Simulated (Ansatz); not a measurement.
Saddle point of SiNH$_{6}$OF, singlet (SiNH₄F ([NH2][SiH2][F]) + H₂O → SiNH₅O ([NH2][SiH2][OH]) + HF; bonds formed: Si1–O7, F2–H6; bonds broken: Si1–F2, H6–O7), PBE0-D4/def2-TZVP structure:

Si1  (-0.506, -0.033, -0.065)
F2  (1.062, -1.159, -0.531)
H3  (-1.266, -0.987, -0.903)
H4  (-1.452, 1.123, 0.096)
N5  (-0.081, -0.280, 1.549)
H6  (1.185, -0.071, -1.157)
O7  (0.650, 0.897, -1.142)
H8  (0.591, -0.967, 1.843)
H9  (-0.475, 0.271, 2.290)
H10  (0.292, 1.208, -1.979)
(Å)

Energies are electronic, without zero-point energy. Barriers and step energies count from the start structure reached by relaxing down the imaginary mode; all methods use the PBE0-D4 structures, on which another method's saddle can fall below an end. Program: Ansatz 0.2.0. Basis: def2-TZVPP, with def2-QZVPP for the basis limit. Cores are frozen in the correlated methods. B3LYP uses VWN-RPA correlation. Extrapolation: Hartree–Fock as exp(−7.88 √X), correlation as X^−2.97.

| method | barrier (eV) | step energy (eV) |
| --- | --- | --- |
| SPW92 | 0.587 | 0.095 |
| PBE-D4 | 0.991 | 0.213 |
| BLYP-D4 | 1.169 | 0.252 |
| r2SCAN-D4 | 1.070 | 0.254 |
| B97M-V | 1.230 | 0.303 |
| PBE0-D4 | 1.104 | 0.218 |
| B3LYP-D4 | 1.232 | 0.253 |
| r2SCAN0-D4 | 1.147 | 0.246 |
| BHLYP-D4 | ? | 0.271 |
| CAM-B3LYP-D4 | 1.187 | 0.251 |
| wB97X-V | 1.188 | 0.270 |
| wB97M-V | 1.155 | 0.272 |
| B2PLYP | ? | 0.272 |
| PBE-QIDH | 1.176 | 0.232 |
| RPA on PBE | 1.255 | 0.295 |
| HF | ? | 0.374 |
| MP2 | 1.202 | 0.243 |
| CCSD | 1.341 | 0.283 |
| CCSD(T) | 1.252 | 0.264 |

(1) Fill in the withheld barriers. (An estimate is asked for; the value comes from the calculation.)

T1 diagnostic: at most 0.012.

Results:

(1) By the calculation: BHLYP-D4 1.358; HF 1.808; B2PLYP 1.257 eV. Each is the energy of the saddle less that of the start structure, by the same method.

For comparison, the barrier by CCSD(T) at an estimated basis limit (MP2 extrapolated from triple and quadruple zeta, plus CCSD(T) − MP2 in triple zeta) is 1.261 eV.

The step is the kind of ligand exchange by which a precursor binds to a hydroxyl group, or is hydrolysed, in atomic layer deposition of oxides.

Labels in which every atom is bracketed show which atoms are joined, not bond orders.

For scale, one of the runs: CCSD(T)/def2-TZVPP, 219 basis functions, launched by `ansatz run in.yaml --threads 4 --pin off --events-out ev --progress --plain --max-ram 9574MiB`. Hardware: 4 CPU threads of an AMD EPYC, shared host. Wall time 2.3 min; peak host memory 3.5 GiB.
